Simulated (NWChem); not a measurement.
Electron attachment to O$_{4}$Ru

SMILES: [O]=[Ru](=[O])(=[O])=[O]
```xyz
5

Ru     0.0000     0.0000     0.0000
O      0.0000     1.3708    -0.9693
O      0.0000    -1.3708    -0.9693
O     -1.3708     0.0000     0.9693
O      1.3708     0.0000     0.9693
```
Charge 0, spin multiplicity 1.

Program: NWChem. The geometry was optimised at B3LYP/def2-SVP with def2 effective core potentials on Ru, a minimum by its harmonic frequencies.

Basis set: def2-SVPD. The species with one electron more has spin multiplicity 2 and keeps the geometry of the parent. Δ marks differences of total energies (open shells unrestricted). −ε marks an orbital energy of the parent. That orbital need not have the symmetry of the hole or added electron in the Δ rows. The basis adds only a small set of diffuse functions.

Effective core potentials replace the inner electrons of Ru; spin-orbit coupling is left out. B3LYP has NWChem's definition, with VWN1-RPA local correlation. The structure started from a generated list of species. No SCF solution was tested for a lower state.

For the vertical electron affinity, ΔB3LYP gives 3.08 eV and ΔBLYP gives 2.28 eV. What do −ε(LUMO) of B3LYP, G0W0@CAM-B3LYP, evGW0@PBE0 give?

−ε(LUMO) of B3LYP: 5.56 eV; G0W0@CAM-B3LYP: 2.52 eV; evGW0@PBE0: 2.23 eV.
